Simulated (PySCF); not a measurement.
B3LYP has the VWN-RPA correlation part, as in Gaussian. Delta-SCF ions had no search for a lower state. Excitations are Tamm–Dancoff values on a coarser integration grid. The basis has no diffuse functions, so Rydberg states are missing or too high.

Cartesian coordinates (Å):
```xyz
19

B     -2.2213     1.7648    -0.6630
C     -1.4141     0.4936    -0.3025
C     -2.0963    -0.7140    -0.1629
C     -1.4228    -1.9037     0.1730
F     -2.1372    -3.0306     0.2947
C     -0.0637    -1.9321     0.3752
C      0.6835    -0.7322     0.2435
C      2.0896    -0.6933     0.4367
C      2.7550     0.5022     0.2931
C      2.0031     1.6572    -0.0442
N      0.7023     1.6564    -0.2299
C      0.0152     0.4933    -0.0964
H     -1.7082     2.8432    -0.7743
H     -3.4116     1.6445    -0.8316
H     -3.1772    -0.7590    -0.3118
H      0.4295    -2.8716     0.6339
H      2.6218    -1.6124     0.6957
H      3.8355     0.5741     0.4329
H      2.5169     2.6196    -0.1622
```
Charge 0, spin multiplicity 1.

Q: What is the computed HOMO, vertical ionisation energy (Delta-SCF) and S1 excitation (TDA) (B3LYP-D3(BJ)/def2-TZVP // B3LYP-D3(BJ)/def2-SVP run with PySCF)?

A: 
```
Item                                      Result
--------------------------------------  --------
HOMO                                    -6.97 eV
vertical ionisation energy (Delta-SCF)   8.76 eV
S1 excitation (TDA)                      3.57 eV
```
